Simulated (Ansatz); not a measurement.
```yaml
crystal:
  periodic: [false, false, false]
  atoms:
    - {symbol: Al, position_ang: [-1.393023, 0.731300, 0.913003]}
    - {symbol: Br, position_ang: [-1.345667, 2.979048, 1.056644]}
    - {symbol: Br, position_ang: [-2.939731, -0.591471, 1.873184]}
    - {symbol: H, position_ang: [0.131570, 0.103679, 1.356731]}
    - {symbol: Al, position_ang: [1.690897, -0.022303, 0.673220]}
    - {symbol: Br, position_ang: [2.592308, -1.920732, 1.477476]}
    - {symbol: Br, position_ang: [2.680223, 2.001620, 0.700990]}
    - {symbol: H, position_ang: [1.200100, -0.249892, -0.947477]}
    - {symbol: Al, position_ang: [-0.294772, -0.688829, -1.637289]}
    - {symbol: Br, position_ang: [-0.773841, -2.779964, -0.944568]}
    - {symbol: Br, position_ang: [-0.267895, 0.047606, -3.763314]}
    - {symbol: H, position_ang: [-1.280151, 0.389938, -0.758599]}
basis:
  gaussian: {orbitals: def2-TZVP}
magnetization: {spin_polarized: true, initial_magnetization: 2}
hamiltonian: {xc: pbe0, dispersion: d4}
scf: {omitted_lower_state_checks: [starts]}
output: {orbitals: {seedname: orbitals}}
```

```sh
$ ansatz run in.yaml --threads 4 --pin off --events-out ev --progress --plain --max-ram 6963MiB
```

(1) Does this run fit into the memory that it is given?

Results:

(1) No. It has 417 basis functions, and Ansatz plans for 9 GiB where 7 GiB are given.
